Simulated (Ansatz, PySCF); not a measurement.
Species: C₃H₅O (charge -1, singlet). It need not be the lowest isomer of its formula. Whether it binds its extra electron was not tested at this geometry. 
Coordinates optimised at B3LYP-D3(BJ)/def2-TZVP (Ansatz, an electronic-structure program):
```
C
C 1 1.3788
H 2 1.0881 1 123.24
H 1 1.0958 2 112.46 3 172.24
C 1 1.3967 4 115.00 2 -179.68
H 5 1.0845 1 119.98 4 14.28
H 5 1.0873 6 116.43 1 -162.59
O 2 1.4405 3 113.46 1 159.81
H 8 0.9676 2 107.89 3 -88.63
```
Charge -1, spin multiplicity 1.

Total electronic energies in hartree. Valence correlation only, unless marked. Spin-orbit coupling is left out. No relativistic terms. CBS(X,Y): correlation extrapolated as X^-3; Hartree-Fock from the larger set. The bracket is a focal-point correction in the basis named.

```csv
level,program,energy (Eh)
HF/6-31G,Ansatz,-191.17114
HF/def2-TZVPD,PySCF,-191.34447
HF/cc-pVQZ,Ansatz,-191.34958
BLYP/def2-TZVPD,Ansatz,-192.49627
PBE0/STO-3G,Ansatz,-189.63802
PBE0/def2-QZVPP,Ansatz,-192.34294
BHLYP/def2-TZVPD,Ansatz,?
TPSSh/def2-TZVPD,PySCF,-192.56527
r2SCAN0-D4/def2-TZVPD,Ansatz + dftd4,-192.42076
r2SCAN0/def2-TZVPD,Ansatz,-192.41912
HSE06-D4/def2-TZVPD,Ansatz + dftd4,-192.32535
LC-wPBE-D4/def2-TZVPD,Ansatz + dftd4,-192.43508
wB97M-V/def2-TZVPD,Ansatz,-192.47383
MP2/6-31G*,Ansatz,-191.80897
RI-MP2/aug-cc-pVQZ,Ansatz,-192.17728
"RI-MP2/CBS(aug-cc-pVTZ,aug-cc-pVQZ)",Ansatz,-192.2095
SCS-MP2/STO-3G,Ansatz,-188.88323
SCS-MP2/cc-pwCVTZ,Ansatz,-192.09641
CCSD/cc-pVDZ,Ansatz,-191.91160
CCSD/cc-pwCVTZ,Ansatz,-192.12561
CCSD(T)/aug-cc-pVDZ,Ansatz,-192.00579
CCSD(T)/aug-cc-pVTZ,Ansatz,-192.17888
"RI-MP2/CBS(aug-cc-pVTZ,aug-cc-pVQZ)+[CCSD(T)-MP2]/aug-cc-pVTZ",Ansatz,-192.2665
```

### Question
Some entries are withheld; supply them.

### Answer

- BHLYP/def2-TZVPD, energy (Eh): -192.43719
